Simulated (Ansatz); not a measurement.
Species: C₄H₉N₂O (charge 0, doublet). It need not be the lowest isomer of its formula. SMILES: N(C)(C)C([N]C)=O
Geometry from a B3LYP-D3(BJ)/def2-TZVP (Ansatz, an electronic-structure program) optimisation:
```xyz
16

C      2.5784     0.2641     0.0155
N      1.2428     0.5382     0.4466
C      0.2825    -0.3437    -0.0623
O      0.5564    -1.4569    -0.5005
N     -0.9968     0.1346     0.0178
C     -1.3661     1.3995     0.6231
C     -2.0815    -0.6741    -0.4974
H      3.1601     1.1864     0.0558
H      2.6403    -0.2141    -0.9652
H      3.0362    -0.4293     0.7362
H     -2.1334     1.2338     1.3849
H     -1.7763     2.0801    -0.1296
H     -0.4954     1.8564     1.0790
H     -2.6968    -1.0635     0.3206
H     -1.6687    -1.5094    -1.0544
H     -2.7191    -0.0695    -1.1472
```
Charge 0, spin multiplicity 2.

Quantity: atomisation energy (electronic, to ground-state atoms); the coupled-cluster value holds the core correlation from cc-pwCVTZ, in kcal/mol. Correlated levels leave the core frozen unless marked. Open shells are spin-unrestricted. No spin-orbit coupling. No relativistic terms. CBS(X,Y): correlation extrapolated as X^-3; Hartree-Fock from the larger set. [CCSD(T)-MP2]/basis is that difference in the basis named.

Level to compare with: RI-MP2/CBS(cc-pVTZ,cc-pVQZ)+[CCSD(T)-MP2]/cc-pVTZ plus the core term (Ansatz), 1512.0 kcal/mol. It is a level with limits of its own, and the differences hold the functionals' basis error too.

Question: Rank these functionals by how close they come to RI-MP2/CBS(cc-pVTZ,cc-pVQZ)+[CCSD(T)-MP2]/cc-pVTZ, closest first: wB97M-V/def2-TZVPD (Ansatz); B97M-V/def2-TZVPD (Ansatz); r2SCANh/def2-TZVPD (Ansatz).

Answer: B97M-V/def2-TZVPD (meta-GGA with VV10, 1512.1 kcal/mol, difference 0.1), wB97M-V/def2-TZVPD (range-separated hybrid meta-GGA with VV10, 1515.2 kcal/mol, difference 3.2), r2SCANh/def2-TZVPD (hybrid meta-GGA, 1502.9 kcal/mol, difference -9.1)
